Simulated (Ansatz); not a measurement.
BrFHInOSi, relaxed with RKS PBE-D4/def2-SVP in the Gaussian-basis code of Ansatz from a rough embedded geometry. The force threshold is 0.03 eV/Å; the program also tests the step.

Charge 0, multiplicity 1. In takes the def2 core potential. The bonds changed during the relaxation, so this is another structure than the one it started from.

Start:

```xyz
6

F     1.260    0.533    1.780
Si    0.180    0.089    0.533
Br   -1.301    1.752    0.168
O     1.146   -0.212   -0.948
In   -0.980   -0.587   -1.561
H    -0.306   -1.576    0.028
```

```csv
step,energy (eV),largest force (eV/Å),largest move (Å)
1,-87846.1201,4.247,0.000
2,-87847.7085,3.656,0.195
3,-87848.6843,1.341,0.197
4,-87849.0824,0.676,0.195
5,-87849.3309,0.411,0.198
6,-87849.4884,0.352,0.193
7,-87849.6191,0.313,0.194
8,-87849.7243,0.222,0.199
9,-87849.7938,0.226,0.199
10,-87849.8369,0.174,0.200
11,-87849.8461,0.054,0.080
12,-87849.8479,0.169,0.084
13,-87849.8503,0.047,0.019
14,-87849.8506,0.012,0.010
```

End:

```xyz
6

F     1.413    0.641    1.243
Si    0.200   -0.192    0.539
Br   -1.508    1.336    0.329
O     0.550   -0.716   -0.950
In   -0.400    0.145   -2.685
H    -0.255   -1.214    1.525
```

Hardware: 4 threads of a server CPU on a shared host. Wall time 21 s, peak host memory 0.19 GiB.
